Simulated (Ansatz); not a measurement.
H4P (SMILES [PH4+]), charge +1, singlet, at a GFN2-xTB geometry. Base run: B3LYP/6-31G* in Ansatz (an electronic-structure program).

The Ansatz input:
Ansatz 0.2 input:
```yaml
crystal:
  periodic: [false, false, false]
  atoms:
    - {symbol: P, position_ang: [0.00000000, 0.00000000, -0.00000000]}
    - {symbol: H, position_ang: [-0.74072552, -0.84327030, -0.79402376]}
    - {symbol: H, position_ang: [0.31759659, -0.63856403, 1.17542384]}
    - {symbol: H, position_ang: [-0.73217177, 1.13050142, 0.27594176]}
    - {symbol: H, position_ang: [1.15530070, 0.35133291, -0.65734185]}
basis:
  gaussian:
    orbitals: 6-31G*
hamiltonian:
  xc: b3lyp
total_charge: 1
```

The base run was repeated with changes; each row names its change, and settings that it needs were set with it.

```json
[
 {"change": "base", "ΔE vs base (mEh)": "0.000"},
 {"change": "point_charge = charge:-1.0 position_ang:3.5154, 0.1809, 2.5978", "ΔE vs base (mEh)": "-122.2"},
 {"change": "final_grid = 10, 20, 41", "ΔE vs base (mEh)": "0.000"},
 {"change": "lower_state_search = light", "ΔE vs base (mEh)": "0.000"},
 {"change": "point_charge = charge:0.5 position_ang:-3.5676, -1.8007, 1.7801", "ΔE vs base (mEh)": "59.621"},
 {"change": "nuclear_model = gaussian", "ΔE vs base (mEh)": "…"},
 {"change": "forces = on", "ΔE vs base (mEh)": "0.000"},
 {"change": "final_grid = 6, 12, 29", "ΔE vs base (mEh)": "0.000"},
 {"change": "final_grid = 4, 8, 17", "ΔE vs base (mEh)": "-0.005"},
 {"change": "lower_state_search = full", "ΔE vs base (mEh)": "0.000"},
 {"change": "fitting.mean_field = cc-pVTZ-JKFIT", "ΔE vs base (mEh)": "-0.012"}
]
```

Task: What belongs in the gaps?

Result: 
- nuclear_model = gaussian, ΔE vs base (mEh): 0.235
